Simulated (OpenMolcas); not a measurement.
Levels of F⁺ by method

```yaml
Program: OpenMolcas 26.06
Basis: ANO-RCC-VTZP [4s3p2d1f]
Scalar_Hamiltonian: DKH2, point nucleus
Active_space: 4 electrons in 3 orbitals (2p)
State_averaging: 2S+1 = 3 even, 3 roots; 2S+1 = 1 even, 6 roots
Spin-orbit_coupling: state interaction with AMFI integrals over the reference wave functions, term energies averaged over their components
```

Methods on the same reference wave functions:
A. CASSCF
B. SS-CASPT2, IPEA 0.25 Eh, imaginary shift 0.1 Eh (closed shells correlated: 1s 2s)
C. XMS-CASPT2, IPEA 0.25 Eh, imaginary shift 0.1 Eh (closed shells correlated: 1s 2s)

Energies in cm⁻¹ above 2s² 2p⁴ ³P₂, the measured ground level; measured values from NIST Handbook of Basic Atomic Spectroscopic Data.

| Level | A | B | C | Measured |
| --- | --- | --- | --- | --- |
| 2s² 2p⁴ ³P₂ | 0.0 | 0.0 | 0.0 | 0.0 |
| 2s² 2p⁴ ³P₁ | 323 | 323 | 323 | 341 |
| 2s² 2p⁴ ³P₀ | 480 | 479 | 479 | 490 |
| 2s² 2p⁴ ¹D₂ | 22727 | 21020 | 21160 | 20873 |
| 2s² 2p⁴ ¹S₀ | 56364 | 47390 | 47480 | 44918 |

Deviations, from unrounded energies. A percentage is the sum of absolute deviations over the sum of measured energies, with the sign that they share, or ± where signs differ.

| Against measurement | Levels | A | B | C |
| --- | --- | --- | --- | --- |
| mean absolute deviation (cm-1) | 4 | 3300 | 660 | 720 |
| fine structure of the ground term (%) | 2 | -3.4 | -3.5 | -3.5 |
| other terms of the ground configuration (%) | 2 | +20.2 | +4.0 | +4.3 |

B lies closest to measurement on these levels and A furthest from it. The largest miss of B in the table is 2s² 2p⁴ ¹S₀, by +2500 cm-1. The ranking rests on the paired levels alone, and a cruder setting can come out closer through cancelling errors.

Between B and C the level of the table that moves most is 2s² 2p⁴ ¹D₂, by 140 cm-1 (lowest in B, highest in C). Moves below CASPT2's spread within the term are not significant.

The mean deviations of B to C differ by less than CASPT2's widest spread within a term (550 cm-1), so their order carries little weight.

From A to B the spin-free energies of the other terms of 2s² 2p⁴ shown, above ³P, scale by factors of 0.84 to 0.92.

The lowest spin-free term lies below A's lowest term by 0.158 hartree in B, 0.162 hartree in C.

CASPT2 breaks the degeneracy within a term, and the mean is taken; among the terms shown or strongly mixed into the levels shown the widest spread is 550 cm-1 (2s² 2p⁴ ¹D, C). With the s shell closed, the reference lacks s² → p² mixing. Without dynamic correlation excited terms often stand tens of per cent too high (terms of higher spin than the ground term too low), and those without a measured partner can miss by more than the paired ones (holds for A). Computed and measured levels are paired by configuration, term and J; levels that our copy of the source lacks, or whose pairing is in doubt (as where it misses far off the trend of its configuration), stay unpaired and out of the deviations. Levels of configurations outside the active space are missing.
